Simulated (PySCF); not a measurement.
**Levels of Tl⁵²⁺ from EOM-EA-GCCSD**

Reference: closed-shell Tl⁵³⁺, [Ar] 3d10; one electron is added. Calculated with PySCF 2.14, two-component X2C-1e with screened spin-orbit coupling, an even-tempered Gaussian basis (18 s from 5.1 bohr⁻², ratio 2.6; 15 p from 6.6 bohr⁻², ratio 2.6; 10 d from 6.6 bohr⁻², ratio 2.6; 5 f from 6.8 bohr⁻², ratio 2.8); frozen [Ar]; the 98 highest virtual spinors dropped; of the others 70 kept and the rest restored at second order. No Breit or QED terms. Binding energies in eV.

```csv
level,Koopmans,second order,EOM-CCSD
4s1/2,3162.5,3164.0,3164.0
4p1/2,3046.5,3048.0,3047.9
4p3/2,2877.3,2878.6,2878.6
```

Electric-dipole lines between these computed levels:

```tsv
lower	upper	ΔE (eV)	vacuum wavelength (nm)
4s1/2	4p1/2	116.08	10.68
4s1/2	4p3/2	285.46	4.343
```

For comparison, the ionisation energy of Tl⁵²⁺ is 3164.7 ± 1.9 eV (semi-empirical (NIST evaluation); NIST Atomic Spectra Database, ionization energies).
